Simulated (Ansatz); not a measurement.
Basis-set extrapolation for CH3AlOS, SMILES `[OH][AlH][CH]=S` (PBE0-D4/def2-TZVP geometry, frozen core, Ansatz). Multiplicity 1, RHF reference.

```tsv
	def2-TZVPP	def2-QZVPP
HF	-754.020809	-754.044788
MP2 correlation	-0.645114	-0.696115
CCSD(T) correlation	-0.706883	not run
```

Energies in hartree. Use E(X) = E(∞) + A·exp(−7.88·√X) for Hartree–Fock and E(X) = E(∞) + B·X^(−2.97) for correlation, with X = 3 and 4, and add CCSD(T) minus MP2 of the smaller set to the MP2 limit.

Question: What is the CCSD(T) energy at the basis-set limit?

Answer: HF limit: -754.044788 + (-0.023979) × 0.13774 = -754.04809. MP2 limit: -0.696115 + (-0.051001) × 0.74074 = -0.73389. Higher-order term: -0.706883 − (-0.645114) = -0.06177. Total: -754.84375 hartree, 72.8 kcal/mol below CCSD(T)/def2-TZVPP.
